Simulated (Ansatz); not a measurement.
Program: Ansatz. Geometries: PBE0-D4/def2-TZVP. ΔE: electronic, gas phase. CCSD(T)/CBS is the MP2 limit (def2-TZVPP, def2-QZVPP) plus CCSD(T) − MP2 in def2-TZVPP, frozen cores. This one scheme is used for every species, atoms too. Functionals use def2-TZVPP. Open shells (•) are unrestricted, without spin–orbit coupling. Spin–orbit coupling would lower the free atoms: a little for C, Cl, Si. Each species was taken in one conformer, which may not be the lowest.

Reaction (atomization): `C[SiH](N)Cl` → C• + Cl• + 6 H• + N• + Si•

| level | ΔE (eV) |
| --- | --- |
| PBE-D4 | 36.98 |
| revPBE-D4 | 36.22 |
| CAM-B3LYP-D4 | 36.78 |
| PBE | 36.76 |
| revPBE | 35.58 |
| MP2/def2-TZVPP | 36.02 |
| MP2/def2-QZVPP | 36.65 |
| CCSD/CBS(def2) | 36.25 |

**Question.** What does CCSD(T)/CBS give? (Best estimate.)

**Answer.** The calculation gave: +36.70 eV. The listed levels differ from it by 0.28, -0.48, 0.08, 0.06, -1.12, -0.68, -0.05, -0.45 eV.

Largest T1 diagnostic among the species: 0.012.

From PBE to PBE0 (25 % exact exchange), in def2-TZVPP and without D4, ΔE moves by −0.38 eV: exact exchange takes away binding that semilocal exchange gives to molecules. At CCSD(T), def2-SVP lies −2.65 eV from the extrapolated value and def2-TZVPP −1.06 eV: correlation converges slowly with the basis, and small sets miss more of it in the bonded molecule than in its fragments.

For atomizations the MP2-based limit and the directly extrapolated one differ by several kJ/mol either way, and by 10 to 25 for some Ge, Se and Sn compounds, so smaller differences from it don't rank the levels.
